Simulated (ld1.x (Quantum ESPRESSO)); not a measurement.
# Transferability test, TM potential for O

* Element: oxygen (O)
* Generator: ld1.x (Quantum ESPRESSO) 7.5
* Type: norm-conserving Troullier–Martins (Kleinman–Bylander form)
* Functional: PBE
* Relativity: scalar-relativistic
* Frozen core: [He]
* Valence charge: 6
* Reference configuration: 2s2 2p4
* Partial waves: 2p (bound): rc 1.70 bohr; 3d channel at 0.3 Ry: rc 1.35 bohr; 2s (bound): rc 0.75 bohr
* Local potential: the s channel
* Core correction: Bessel-smoothed model core inside 0.75 bohr

Energies are relative to the spin-unpolarised reference configuration 2s2 2p4; without spin polarisation the order of configurations can differ from experiment. The frozen-core shift is the all-electron ΔE with the core orbitals held at their reference shape minus the fully relaxed ΔE.

```tsv
valence configuration	charge	ΔE all-electron (eV)	error AE − PS (meV)	frozen-core shift (meV)
2s2 2p3	+1	16.431	+26	+0.1
2s2 2p1	+3	103.886	+1141	+6.3
2s1 2p5	0	14.950	+4.8	+0.4
2s2 2p4.3	-0.3	-2.123	+0.4	0.0
2s1 2p4	+1	31.659	-71	+0.6
2s0 2p6	0	29.937	+22	+1.6
```

(1) What are ΔE and the potential's error for 2s2 2p2?

## Answers

(1) ΔE = 50.017 eV all-electron; the error (AE − PS) is +264 meV.
